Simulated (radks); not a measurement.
Task: Species: Sb X. Configuration: [Kr] 4d6 (the NIST ground configuration). All-electron calculation, Dirac Kohn-Sham, PBE, spin-unpolarised, spherical densities, point nucleus; open shells are shared between the two j in proportion to 2j + 1. Program: a radial shooting solver on a logarithmic mesh with Libxc functionals.

Spin-orbit splittings of the eigenvalues, e(l+1/2) - e(l-1/2), with zeta = 2 splitting/(2l+1) and mean radii in bohr:

| shell | occ. | splitting (eV) | zeta (eV) | <r> j=l-1/2 | <r> j=l+1/2 |
|---|---|---|---|---|---|
| 2p | 6 | 251.8 | 167.9 | 0.1032 | 0.1087 |
| 3p | 6 | ? | ? | 0.3203 | 0.3315 |
| 3d | 10 | 9.717 | 3.887 | 0.3024 | 0.3060 |
| 4p | 6 | 9.469 | 6.313 | 0.7983 | 0.8220 |
| 4d | 6 | 1.601 | 0.6402 | 0.9026 | 0.9104 |

Estimate the 3p splitting.

Result: 46.64 eV (zeta = 31.10 eV).
